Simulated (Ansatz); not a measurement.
```yaml
crystal:
  periodic: [false, false, false]
  atoms:
    - {symbol: C, position_ang: [-0.847537, 1.156003, -1.013930]}
    - {symbol: Ga, position_ang: [0.973629, 0.153988, -0.487548]}
    - {symbol: C, position_ang: [0.832759, -1.160499, 0.909937]}
    - {symbol: H, position_ang: [-1.558591, 0.420067, -1.227217]}
    - {symbol: H, position_ang: [-0.703975, 2.011002, -1.770820]}
    - {symbol: H, position_ang: [-1.287702, 1.662639, -0.045878]}
    - {symbol: H, position_ang: [0.226988, -1.920324, 0.665335]}
    - {symbol: H, position_ang: [1.729733, -1.765287, 1.070052]}
    - {symbol: H, position_ang: [0.559776, -0.575087, 1.887820]}
basis:
  gaussian: {orbitals: def2-mTZVP}
magnetization: {spin_polarized: true, initial_magnetization: 1}
hamiltonian: {xc: {name: HF}}
correlation: {method: mp2}
kpoints: {mp_grid: {grid: [2, 2, 2]}}
output: {forces: true}
```

```sh
$ ansatz run in.yaml --threads 4 --pin off --events-out ev --progress --plain --max-ram 10444MiB
```

Shortened log:

```
Error: invalid value for `basis.gaussian`: such a run doesn't read kpoints; remove what it names
```

**Question.** Something in this input is off. What?

**Answer.** The input holds a key that doesn't belong there. The program refused the input.
